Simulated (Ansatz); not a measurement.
Reactions of CH$_{7}$BO$_{3}$Si (`OB(O)OC[SiH3]`).

Gas-phase electronic energies from Ansatz, PBE0-D4/def2-TZVP geometries. CCSD(T)/CBS is the MP2 limit (def2-TZVPP, def2-QZVPP) plus CCSD(T) − MP2 in def2-TZVPP, frozen cores. This one scheme is used for every species. Functionals use def2-TZVPP. B3LYP here is the variant with VWN-RPA as its local correlation; programs differ in this. For Ge outer-core shells are correlated without core-valence functions, which leaves a few kJ/mol of doubt a bond. Scalar relativity is left out up to krypton. One conformer a species, not always the lowest.

```tsv
reaction	B3LYP-D4 (eV)	ωB97X-V (eV)
`OB(O)OC[SiH3]` + `C=CCS` → `[SiH3]CS` + `C=CCOB(O)O`	-0.31	-0.34
`OB(O)OC[SiH3]` + `N[SiH3]` → `[SiH3]N[SiH3]` + `COB(O)O`	-0.90	-0.89
`OB(O)OC[SiH3]` + `O[SiH](O)S` → `O[SiH](O)S[SiH3]` + `COB(O)O`	-0.99	-0.99
`OB(O)OC[SiH3]` + `CC(O)(O)F` → `OC(O)(F)[SiH3]` + `CCOB(O)O`	0.17	0.20
`OB(O)OC[SiH3]` + `C[O][GeH2][SH]` → `[SiH3][O][GeH2][SH]` + `CCOB(O)O`	-2.00	-2.01
```

Task: Give the CCSD(T)/CBS values in the same order. (Best estimate.)

Result: The calculation gave: -0.34, -0.91, -1.01, 0.20, -2.08 eV.

Largest T1 diagnostic: 0.013, for `OC(O)(F)[SiH3]`.
